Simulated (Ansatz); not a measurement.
Isolated molecules relaxed with PBE0-D4/def2-TZVP in Ansatz; ΔE leaves out vibrations. CBS: MP2 limit from def2 TZ/QZ plus the TZ coupled-cluster correction, frozen cores. For Ge, Se outer-core shells are correlated without core-valence functions, which leaves a few kJ/mol of doubt a bond. Scalar relativity is left out up to krypton. Each species was taken in one conformer, which may not be the lowest.

`N[SiH2][Se][SiH3]` + `O[SiH2][GeH2][SH]` → `O[SiH2][Se][SiH3]` + `N[SiH2][GeH2][SH]`  (redistribution)

| level | ΔE (kJ/mol) |
| --- | --- |
| MP2/def2-TZVPP | -2.1 |
| SCS-MP2/def2-TZVPP | -1.8 |

What does CCSD(T)/CBS give? (Best estimate.)

Ansatz gave: -2.1 kJ/mol. The listed levels differ from it by 0.0, 0.3 kJ/mol.

Largest T1 diagnostic among the species: 0.012.
